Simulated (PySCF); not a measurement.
## Radial density of Kr⁺ (krypton, charge +1)

UHF, [Ar] 3d10 4s2 4p5, 2P determinant. All numbers are calculated (PySCF 2.14, scalar relativity by spin-free X2C-1e, in cc-pVTZ-DK (6s5p3d1f, 43 functions)).

| r (bohr) | 4πr²ρ (e/bohr) | 4πr²(ρα − ρβ) |
| --- | --- | --- |
| 0.000630 | 0.3081 | 0.0000 |
| 0.00106 | 0.7541 | 0.0000 |
| 0.00178 | 1.809 | 0.0000 |
| 0.00300 | 4.205 | 0.0000 |
| 0.00504 | 9.296 | 0.0000 |
| 0.00848 | 18.81 | 0.0000 |
| 0.0143 | 32.67 | 0.0006 |
| 0.0240 | 43.96 | 0.0037 |
| 0.0403 | 41.52 | 0.0161 |
| 0.0679 | 37.49 | 0.0436 |
| 0.114 | 52.20 | 0.0469 |
| 0.192 | 40.83 | -0.0074 |
| 0.323 | 31.92 | 0.0943 |
| 0.543 | 32.22 | 0.0462 |
| 0.914 | 8.655 | 0.1953 |
| 1.54 | 5.140 | 0.7039 |
| 2.58 | 1.444 | 0.2252 |
| 4.35 | 0.05208 | 0.0056 |
| 7.31 | 7.515e-05 | 0.0000 |

Densities and radii are taken from the X2C orbitals without a picture-change correction, which distorts them close to the nucleus.

(1) Where is the radial spin density 4πr²(ρα − ρβ) most negative, and why is it negative at all?

Answers

(1) Around r = 0.192 bohr, down to -0.0074 e/bohr: exchange with the open shell polarises the paired shells in an unrestricted calculation.
